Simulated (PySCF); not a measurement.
# Removal energies of Zn(2+) from EOM-IP-GCCSD

Reference: closed-shell Zn(2+), [Ar] 3d10; one electron is removed. Calculated with PySCF 2.14, two-component X2C-1e with screened spin-orbit coupling, x2c-TZVPPall-2c with one added diffuse shell each of s, p, d, f type (7s8p5d3f1g, 86 functions); frozen 1s2; of the others 106 kept and the rest restored at second order. No Breit or QED terms. Binding energies in eV.

| level | Koopmans | second order | EOM-CCSD |
| --- | --- | --- | --- |
| 3d3/2 | 41.680 | 35.254 | 39.095 |
| 3d5/2 | 41.246 | 34.970 | 38.736 |

In EOM-CCSD the overlap with the one-orbital guess is low for 3d5/2 (weight 0.78). That can mean mixing with two-hole, one-particle states, where second order and EOM-CCSD lose accuracy, or only a rotation among the degenerate components of the shell; the terms of those configurations are not listed.

For comparison, the ionisation energy of Zn(2+) is 39.723 eV (measured; NIST Atomic Spectra Database, ionization energies).

Only part of the computed levels is shown.

Gaps of this size point to the basis (7s8p5d3f1g), which has few functions of high l to correlate and polarise the inner shells.

Where second order misses EOM-CCSD by more than 1 eV, it overshoots the relaxation and correlation of that hole or particle, which higher orders damp.
